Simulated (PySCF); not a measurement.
Q: What does the PBE0-D3(BJ)/def2-SVP structure of `C=C(C)C(=C)C1=CC=CC=C1` look like in three dimensions?

A: 
```xyz
23
C11H12 angstrom
C     -2.040   -0.906    0.544
C     -2.021    0.042   -0.409
C     -3.300    0.553   -1.007
C     -0.747    0.586   -0.933
C     -0.699    1.332   -2.053
C      0.519    0.294   -0.207
C      1.601   -0.291   -0.876
C      2.805   -0.529   -0.215
C      2.946   -0.185    1.127
C      1.876    0.399    1.804
C      0.672    0.633    1.145
H     -1.123   -1.313    0.974
H     -2.988   -1.309    0.911
H     -4.172    0.130   -0.490
H     -3.358    1.651   -0.950
H     -3.378    0.282   -2.073
H      0.250    1.735   -2.415
H     -1.592    1.566   -2.634
H      1.486   -0.571   -1.926
H      3.636   -0.992   -0.753
H      3.889   -0.372    1.647
H      1.981    0.679    2.856
H     -0.162    1.094    1.679
```

Any rigid rotation of these coordinates is as good. Atoms count from 1 in this order. The 6-membered ring C6–C7–C8–C9–C10–C11 has internal angles of 118.5° to 120.8°; it is planar, 0.00 Å rms from its mean plane, widest ring torsion 0°. Of the pairs four or more bonds apart, C3···H18 is among the closest relative to their van der Waals radii: 2.57 Å, 89 % of the sum of Bondi's values. The 11 C–C bonds span 1.344 Å (C1=C2, drawn double) to 1.501 Å (C2–C3, drawn single), a spread of 0.157 Å.

Bonds between heavy atoms (Å): C1=C2 1.344, C2–C3 1.501, C2–C4 1.481, C4=C5 1.347, C4–C6 1.488, C6–C7 1.400, C7–C8 1.394, C8–C9 1.393, C9–C10 1.395, C10–C11 1.392, C6–C11 1.403.

Computed, not measured: PySCF 2.14.0, PBE0-D3(BJ)/def2-SVP geometry optimisation, gas phase.

Point group: C1 (no symmetry element, even within 0.4 Å). Whether it is a minimum is left open (no frequencies). The numbers are those of one conformer (C1–C2–C4–C5 167°, C2–C4–C6–C7 125°).
